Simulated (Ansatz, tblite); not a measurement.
Cost and result up the ladder for the cluster Li6H6⁻ (12 atoms). Charge -1, multiplicity 2. Geometry: r2SCAN-D4/def2-TZVPD.

```
atom   x (Å)   y (Å)   z (Å)
 Li1   0.421   0.505  -1.222
 Li2   0.795   1.765   1.005
 Li3  -0.795  -1.763  -1.001
 Li4   2.072  -0.324   0.584
 Li5  -0.423  -0.504   1.223
 Li6  -2.077   0.324  -0.581
  H7  -1.917  -1.249   0.362
  H8   1.093   0.262   2.026
  H9   0.735  -1.199  -0.243
 H10  -1.091  -0.260  -2.027
 H11  -0.732   1.195   0.240
 H12   1.918   1.248  -0.365
```

Ansatz on 4 threads of Arm Neoverse V1 on a shared host; xTB runs through tblite on one thread. Times are rough, summed over both states, and most runs start from the orbitals of an earlier one. PBE0-D4/def2-TZVPD serves as the yardstick here, not as an exact answer. The other state is a singlet.

The xTB rows come from tblite. The structure comes from a short search, and lower isomers may exist.

Raw xTB energies of ions are shifted by several eV, and xTB has no spin-polarisation term.

```
                             level  functions  wall time
                          GFN1-xTB         36     0.01 s
                 PBE-D4/def2-TZVPD        156      7.5 s
                PBE0-D4/def2-TZVPD        156      9.1 s
r2SCAN-D4/def2-TZVPD (with forces)        156       15 s
```

Q: Estimate what each level gives for the vertical IE (eV).

A: 
```
                             level  vertical IE (eV)  difference from PBE0-D4/def2-TZVPD (eV)                       remarks
                          GFN1-xTB              4.32                                     4.29                             –
                 PBE-D4/def2-TZVPD              0.15                                     0.12  HOMO above zero (-1 doublet)
                PBE0-D4/def2-TZVPD              0.03                                     0.00  HOMO above zero (-1 doublet)
r2SCAN-D4/def2-TZVPD (with forces)             -0.06                                    -0.09  HOMO above zero (-1 doublet)
```
